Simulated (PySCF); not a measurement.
CHNO.

```xyz
4

N     -0.1228    -1.1583     0.0000
C      0.0164     0.0449     0.0000
O      0.0159     1.2074     0.0000
H      0.6342    -1.8201     0.0000
```
Charge 0, spin multiplicity 1.

Coordinates come from a ωB97X-D3(BJ)/def2-TZVP optimisation.

Computed with PySCF with PBE0/pcSseg-2. Non-relativistic, no solvent.

Computed absolute GIAO shielding of each atom: isotropic value and principal components (ppm):
```tsv
atom	σ(iso)	σ11	σ22	σ33	span
N1	229.7	142.1	200.5	346.4	204.4
C2	44.9	-73.8	-62.5	270.9	344.7
O3	173.4	20.2	129.6	370.3	350.0
H4	28.6	22.7	22.8	40.3	17.6
```
